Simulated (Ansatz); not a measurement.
`O[SiH](Cl)O[SiH2]Cl` and `CO[SiH](O)Cl` differ in one atom or group.

Ansatz, PBE0-D4/def2-TZVP geometries, multiplicity 1. Each molecule was computed in one conformer, which needn't be the lowest.

| property | `O[SiH](Cl)O[SiH2]Cl` |
| --- | --- |
| HOMO energy (PBE0/def2-TZVPP) / eV | -9.08 |
| HOMO energy (B3LYP/def2-TZVPP) / eV | -8.84 |
| HOMO energy (PBE/def2-TZVPP) / eV | -7.63 |
| size of the dipole moment (B3LYP/def2-TZVPP) / D | 1.11 |
| size of the dipole moment (ωB97M-V/def2-TZVPP) / D | 1.10 |
| LUMO energy (B3LYP/def2-TZVPP) / eV | -0.03 |

(1) What does the change do to each property? (Best estimate.)

Answers

(1) The calculation gave: 
| property | `CO[SiH](O)Cl` | shift |
| --- | --- | --- |
| HOMO energy (PBE0/def2-TZVPP) / eV | -8.70 | 0.38 |
| HOMO energy (B3LYP/def2-TZVPP) / eV | -8.46 | 0.38 |
| HOMO energy (PBE/def2-TZVPP) / eV | -7.11 | 0.52 |
| size of the dipole moment (B3LYP/def2-TZVPP) / D | 1.58 | 0.47 |
| size of the dipole moment (ωB97M-V/def2-TZVPP) / D | 1.59 | 0.49 |
| LUMO energy (B3LYP/def2-TZVPP) / eV | 0.39 | 0.42 |

With PBE0 the HOMO rises by 0.38 eV and the LUMO rises by 0.56 eV, so the gap widens by about 0.18 eV. PBE moves the HOMO by 0.52 eV and ωB97M-V by 0.26 eV. Dipoles are sizes alone; their direction can turn.

B3LYP here is the variant with VWN-RPA as its local correlation; programs differ in this.
